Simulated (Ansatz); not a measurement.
Mulliken charges of CH$_{5}$GaN$_{2}$, SMILES `N=[CH][GaH][NH2]` from ωB97M-V/def2-TZVPP in Ansatz (PBE0-D4/def2-TZVP geometry).

```tsv
atom	x (Å)	y (Å)	z (Å)	charge (e)
N1	-1.508	0.972	0.033	-0.264
C2	-0.292	1.310	0.184	-0.156
Ga3	1.046	-0.154	0.061	0.322
N4	0.276	-1.755	-0.257	-0.364
H5	-2.140	1.775	0.108	0.116
H6	-0.009	2.358	0.373	0.102
H7	2.596	-0.037	0.207	-0.002
H8	-0.723	-1.836	-0.352	0.133
H9	0.753	-2.633	-0.357	0.113
```

**Question.** By hand: the dipole of these point charges (1 e Å = 4.8032 D).

**Answer.** Σ q r = (0.415, 0.033, 0.039) e Å, of length 0.418 e Å = 2.01 D.

**Question.** How does the dipole of the full density compare? (An estimate is asked.)

**Answer.** The calculation gave: (0.078, 0.184, 0.035) e Å, 0.97 D; the point charges give 2.07 times that, at 62° from its direction.

Point charges leave out the atoms' own dipoles, such as those of lone pairs, and Mulliken's split depends on the basis, so the two needn't agree.
